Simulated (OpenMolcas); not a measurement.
# Ni+, Pd+, Pt+: d9 down the group

| Item | Value |
| --- | --- |
| Program | OpenMolcas 26.06 |
| Method | CASSCF |
| Basis | ANO-RCC-VTZP |
| Scalar Hamiltonian | DKH2, point nucleus |
| Spin-orbit coupling | state interaction with AMFI integrals over the reference wave functions, term energies averaged over their components |

Active space for each ion: 9 electrons in 5 orbitals (d).

Computed levels in cm-1 above 2D 5/2:

```tsv
Level	Ni+	Pd+	Pt+
2D 3/2	1504	3437	10378
weight of 2D in the lowest level (%)	100	100	100
```

Measured, with the error of the calculation in %. Measured levels: Ni+, Pd+ from NIST Handbook of Basic Atomic Spectroscopic Data.

```csv
Level,Ni+,Pd+
2D 3/2,1507 (-0.2),3539 (-2.9)
```

The fine-structure level 2D 3/2 changes by a factor of 6.9 from Ni+ to Pt+.

Without dynamic correlation excited terms often stand tens of per cent too high (terms of higher spin than the ground term too low), and those without a measured partner can miss by more than the paired ones. Measured partners are found by configuration, term and J. A level has none where our copy of the source lacks it or the pairing is in doubt (some pairs that miss far off the trend of their configuration count as doubtful), and it then counts in no deviation. Levels of configurations outside the active space are missing.
